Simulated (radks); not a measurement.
P2+, 13 electrons, occupied as [Ne] 3s2 3p1 (the NIST ground configuration).

Calculated with a radial shooting solver on a logarithmic mesh with Libxc functionals: Dirac Kohn-Sham, PBEsol, spin-unpolarised, spherical densities, finite nucleus; open shells fill j = l - 1/2 first; Fermi nuclear charge, rms radius 3.1889 fm.

Energy parts (eV):
part                      energy
total                  -9258.863
kinetic                 9292.287
electron-nucleus      -21815.891
Hartree                 3857.617
exchange-correlation    -592.876

Orbitals (lengths in bohr, moments of r in powers of bohr; r(max) is where P^2 peaks):
orbital,occ.,eigenvalue (eV),r(max)
1s1/2,2,-2104.254,0.06772
2s1/2,2,-197.0428,0.4192
2p1/2,2,-148.4772,0.3527
2p3/2,4,-147.5586,0.3544
3s1/2,2,-33.8851,1.514
3p1/2,1,-24.2829,1.674
3p3/2,0,-24.2036,1.679

The highest occupied level is 3p1/2 at -24.283 eV. The density falls to 0.001 e/bohr^3 at r = 3.45 bohr. For comparison, the ionisation energy in NIST's Atomic Spectra Database is 30.203 eV (measured). In exact Kohn-Sham theory the highest level is minus the ionisation energy, but local and semilocal functionals leave it too shallow, through self-interaction and a potential that decays too fast; potentials with the right tail come closer.

Beside tabulated values, note that spin-unpolarised runs miss the spin-polarisation part of the exchange energy of open shells.
